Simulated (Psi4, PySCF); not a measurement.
Here is a job for Psi4.
```
memory 2 GB

molecule {
-2 1
Mo    0.00000000   -0.00000000    0.00000000
O     1.39196717   -0.30250817   -0.96057373
O     0.47788879    0.29669542    1.62338530
O    -0.83104508    1.37333660   -0.61245111
O    -1.03881088   -1.36752385   -0.05036046
}

set {
  basis def2-svp
  scf_type pk
  puream true
  d_convergence 1e-8
  dft_radial_points 99
  dft_spherical_points 590
}

energy('b3lyp5')
print_variables()
```

Question: Convert this to an input for PySCF.

Answer: One answer among several that fit: 
```python
from pyscf import gto, scf, dft

mol = gto.M(
    atom='''
Mo    0.00000000   -0.00000000    0.00000000
O     1.39196717   -0.30250817   -0.96057373
O     0.47788879    0.29669542    1.62338530
O    -0.83104508    1.37333660   -0.61245111
O    -1.03881088   -1.36752385   -0.05036046
''',
    basis='def2-svp',
    ecp={'Mo': 'def2-svp'},
    charge=-2,
    verbose=4,
)

mf = dft.RKS(mol)
mf.xc = 'b3lyp5'
mf.grids.atom_grid = (99, 590)
mf.grids.prune = None
mf.kernel()
```

Both were run: Psi4 gave -368.794780 Eh and PySCF -368.794778 Eh, 0.002 mEh apart.
